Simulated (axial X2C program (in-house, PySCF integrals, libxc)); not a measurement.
**How the levels of RuOH (d7 s0 p(π)0 orbitals) move with the bond length**

Computed with an axial X2C code built on PySCF integrals: two-component X2C with atomic mean-field Coulomb terms (Gaunt term off), basis Ru dyall-v3z, O dyall-av3z, H dyall-v3z (cores contracted in-house). Orbitals come from Hartree–Fock averaged over the configuration Ru d7 s0 p(π)0; CI then distributes these electrons over the d, s, p(π) shells of Ru.

At Ru–O–H held linear, bonds 1.985 and 0.950 Å (the second held):

```
  Ω  energy (cm⁻¹)     g∥  μ (D)  configuration
9/2              0  11.99  -4.17        100% d7
7/2            470   8.70  -4.26        100% d7
5/2            912   5.79  -4.31        100% d7
3/2           1193   3.55  -4.27        100% d7
1/2           1279   1.27  -4.21        100% d7
7/2           1820   9.28  -4.33        100% d7
5/2           2041   5.57  -4.20        100% d7
3/2           2288   2.55  -4.22        100% d7
1/2           2613   0.67  -4.28        100% d7
3/2           2972   2.32  -4.21        100% d7
5/2           3074   6.63  -4.29        100% d7
1/2           3521   1.04  -4.28        100% d7
3/2           3820   3.58  -4.25        100% d7
1/2           4197   1.02  -4.21        100% d7
```

g∥ is the magnitude of 2⟨Lz + ge Sz⟩ for the +Ω component. μ is positive if the H end is positive. The lowest 14 levels at most are listed.

At Ru–O–H held linear, bonds 1.916 and 0.950 Å (the second held):

| Ω | energy (cm⁻¹) | g∥ | μ (D) | configuration |
| --- | --- | --- | --- | --- |
| 9/2 | 0 | 11.99 | -3.67 | 100% d7 |
| 7/2 | 422 | 8.81 | -3.80 | 100% d7 |
| 5/2 | 870 | 5.78 | -3.86 | 100% d7 |
| 3/2 | 1220 | 3.32 | -3.82 | 100% d7 |
| 1/2 | 1369 | 1.17 | -3.73 | 100% d7 |
| 7/2 | 1717 | 9.18 | -3.85 | 100% d7 |
| 5/2 | 2066 | 5.39 | -3.71 | 100% d7 |
| 3/2 | 2312 | 2.79 | -3.73 | 100% d7 |
| 1/2 | 2612 | 0.39 | -3.83 | 100% d7 |
| 3/2 | 2974 | 2.04 | -3.73 | 100% d7 |
| 5/2 | 3053 | 6.83 | -3.80 | 100% d7 |
| 1/2 | 3522 | 1.14 | -3.80 | 100% d7 |
| 3/2 | 3837 | 3.86 | -3.75 | 100% d7 |
| 1/2 | 4250 | 1.31 | -3.71 | 100% d7 |

The lowest level lies 442 cm⁻¹ above the lowest at the first distance.

Task: How does the gap from the lowest to the fifth level change between the two distances?

Result: From 1279 to 1369 cm⁻¹, a factor of 1.07.

Dynamic correlation is missing, so gaps between terms are too wide and other configurations may lie lower; the lowest level listed is that of this model, not necessarily the ground state. For d shells the ligand-field splittings (σ, π, δ) and their order can be off by a thousand cm⁻¹ or more. At most 4 roots were kept for each Ω > 0 (twice that for Ω = 0) within 3.2 eV of the lowest, so higher up levels can be missing between those listed; levels with Ω > 0 are doubly degenerate and listed once, Ω = 0 levels singly. Some active spinors are only partly of the character that their shell is named for, so the shell names and counts are nominal. States that fill the shells left empty in the average are placed too high. The molecule was held linear; bending was not examined.
